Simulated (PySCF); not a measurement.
**Peak assignment**

Bonds (- single, = double, # triple, : aromatic): C1-C2, C2-C3, C3=O4, C2=C5, C5-C6, C6=C7, C7-Si8, Si8-C9, C9#N10. C1 carries H11, H12, H13; C3 carries H14; C5 carries H15; C6 carries H16; C7 carries H17; Si8 carries H18, H19. Stereochemistry as in C/C(C=O)=C\C=C/[SiH2]C#N.

[PySCF: GFN2-xTB geometry; shieldings: GIAO PBE0/pcSseg-1; rapidly exchanging positions averaged; one computed conformer; non-relativistic; gas phase]

References, each an isolated molecule treated in the same way: ¹³C and ¹H against TMS.

Problem. Assign these signals to the numbered atoms. ¹³C{¹H} NMR (computed): δ 197.0, 154.6, 151.5, 148.9, 137.2, 123.0, 9.7.

Solution. 
197.0 → C3, aldehyde carbonyl carbon: low-lying n→π* states of the double bond to the heteroatom give a large paramagnetic term (-260 ppm)
154.6 → C6, alkene CH: as expected for a trigonal carbon in a double bond
151.5 → C5, β carbon of a C=C–C=O unit: conjugation with the carbonyl draws π density from the β position
148.9 → C2, α carbon of a C=C–C=O unit: the olefinic region
137.2 → C7, alkene CH: an sp2 carbon of a C=C bond
123.0 → C9, nitrile carbon: C≡N carbons fall here, among the sp2 signals but without a proton
9.7 → C1, allylic methyl carbon: saturated and bonded to C and H only

Problem. Assign these signals to the numbered atoms. ¹H NMR (400 MHz, computed): δ 9.67 (s, 1H), 7.90 (m, 1H), 6.58 (m, 1H), 6.39 (d, 1H), 4.97 (d, 2H), 2.10 (s, 3H).

Solution. 
9.67 → H14, hydrogen on an aldehyde carbonyl carbon: the formyl region, downfield of aromatic protons
7.90 → H16, hydrogen on an alkene CH: attached to an sp2 carbon and in the plane of the double bond
6.58 → H17, hydrogen on an alkene CH
6.39 → H15, hydrogen on a β carbon of a C=C–C=O unit: olefinic region
4.97 → H18/H19, hydrogen on a silicon bonded to 2 C
2.10 → H11/H12/H13, hydrogen on an allylic methyl carbon: allylic position

Shifts are as computed. Against solution values, carbons near 30 ppm lie about +3 ppm off and those near 130 ppm about +5 ppm. Of 1211 compounds with measured shifts, 218 miss one by over three times the rms of a fit or turn the order of signals round; such compounds aren't used in these exercises. Multiplicities follow the n + 1 count of equivalent neighbours, as no J values were calculated; m marks all less simple cases, F and P coupling included.
